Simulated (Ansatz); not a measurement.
Program: Ansatz. Geometries: PBE0-D4/def2-TZVP. ΔE: electronic, gas phase. CCSD(T)/CBS is the MP2 limit (def2-TZVPP, def2-QZVPP) plus CCSD(T) − MP2 in def2-TZVPP, frozen cores. DFT in def2-TZVPP. B3LYP here is the variant with VWN-RPA as its local correlation; programs differ in this. HSE06 is defined as in plane-wave codes. For Ge, Se outer-core shells are correlated without core-valence functions, which leaves a few kJ/mol of doubt a bond. Scalar relativity is left out up to krypton. One conformer a species, not always the lowest.

Consider the formal exchange of groups at the Se–B bond: `C=NB[SeH]` + `[Cl][GeH2][Cl]` → `[Cl][GeH]([Cl])[SeH]` + `BN=C`.

```json
{"level": "PBE0-D4", "ΔE (kcal/mol)": "-1.1", "difference from CCSD(T)/CBS": "-0.3"}
{"level": "HSE06-D4", "ΔE (kcal/mol)": "-1.1", "difference from CCSD(T)/CBS": "-0.3"}
{"level": "BHLYP-D4", "ΔE (kcal/mol)": "-2.0", "difference from CCSD(T)/CBS": "-1.2"}
{"level": "PBE-QIDH", "ΔE (kcal/mol)": "-0.3", "difference from CCSD(T)/CBS": "0.5"}
{"level": "r2SCAN", "ΔE (kcal/mol)": "-1.0", "difference from CCSD(T)/CBS": "-0.2"}
{"level": "PBE0", "ΔE (kcal/mol)": "-0.6", "difference from CCSD(T)/CBS": "0.2"}
{"level": "B3LYP", "ΔE (kcal/mol)": "-1.2", "difference from CCSD(T)/CBS": "-0.4"}
{"level": "CCSD/def2-SVP", "ΔE (kcal/mol)": "0.8", "difference from CCSD(T)/CBS": "1.6"}
{"level": "HF/def2-TZVPP", "ΔE (kcal/mol)": "-0.1", "difference from CCSD(T)/CBS": "0.7"}
{"level": "CCSD(T)/def2-TZVPP", "ΔE (kcal/mol)": "-0.5", "difference from CCSD(T)/CBS": "0.3"}
{"level": "CCSD(T)/CBS", "ΔE (kcal/mol)": "-0.8", "difference from CCSD(T)/CBS": "0"}
```

Largest T1 diagnostic among the species: 0.016.

From BLYP to BHLYP (50 % exact exchange), in def2-TZVPP and without D4, ΔE moves by +1.0 kcal/mol. At CCSD(T), def2-SVP lies +1.5 kcal/mol from the extrapolated value and def2-TZVPP +0.3 kcal/mol.
